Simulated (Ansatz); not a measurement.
Reaction (formal exchange of groups at the Si–Te bond): `N[SiH2][TeH]` + `CBS` → `N[SiH2]CBS` + H₂Te

Gas-phase electronic energies from Ansatz, PBE0-D4/def2-TZVP geometries. CCSD(T)/CBS is the MP2 limit (def2-TZVPP, def2-QZVPP) plus CCSD(T) − MP2 in def2-TZVPP, frozen cores. DFT in def2-TZVPP. def2 core potentials past Kr. For Te outer-core shells are correlated without core-valence functions, which leaves a few kJ/mol of doubt a bond. One conformer a species, not always the lowest.

`N[SiH2][TeH]`:

Z-matrix (Å, degrees):
```
Si
Te 1 2.513
N 1 1.714 2 118.0
H 1 1.483 2 102.2 3 -120.1
H 1 1.482 2 108.8 3 121.4
H 2 1.658 1 91.9 3 -68.0
H 3 1.008 1 118.5 2 81.9
H 3 1.008 1 119.5 2 -57.9
```

`CBS`:

Z-matrix (Å, degrees):
```
C
B 1 1.558
H 1 1.096 2 109.5
H 1 1.096 2 109.6 3 115.0
H 1 1.092 2 115.2 3 -122.5
S 2 1.782 1 119.7 3 122.5
H 2 1.195 1 121.8 3 -57.5
H 6 1.343 2 98.9 1 -180.0
```

`N[SiH2]CBS`:

```xyz
13

N     1.734    0.516   -0.130
Si    0.735   -0.260    1.034
C    -0.840   -0.860    0.190
B    -1.581    0.354   -0.405
S    -1.303    1.003   -2.047
H     1.386    1.322   -0.628
H     2.722    0.603    0.048
H     0.333    0.584    2.199
H     1.516   -1.411    1.560
H    -0.517   -1.597   -0.552
H    -1.423   -1.355    0.974
H    -2.352    1.008    0.235
H    -0.409    0.094   -2.478
```

H₂Te:

```xyz
3

Te   -0.343   -0.612   -0.336
H    -0.881    0.720    0.487
H     1.224   -0.108   -0.152
```

Problem. Is it downhill or uphill in electronic energy at CCSD(T)/CBS, and by how much? (Estimate.)

Solution. Ansatz gave: Uphill: ΔE = +0.52 eV.

Problem. What do these levels give: PBE-D4, r2SCAN, HF/def2-TZVPP, MP2/def2-QZVPP, SCS-MP2/def2-QZVPP, CCSD/CBS(def2)? (Best estimate.)

Solution. Computed: PBE-D4 0.53, r2SCAN 0.53, HF/def2-TZVPP 0.59, MP2/def2-QZVPP 0.54, SCS-MP2/def2-QZVPP 0.53, CCSD/CBS(def2) 0.53 eV.

Largest T1 diagnostic among the species: 0.013.

The D4 term adds −0.07 eV with B3LYP and −0.04 eV with PBE0; it sums over pairs of atoms, weighted by their polarisabilities, and B3LYP, whose exchange is more repulsive, gets the larger term. In def2-TZVPP, CCSD(T) changes the Hartree–Fock value by −0.14 eV (the triples alone add −0.01 eV) and MP2 by −0.09 eV.

B3LYP here is the variant with VWN-RPA as its local correlation; programs differ in this.
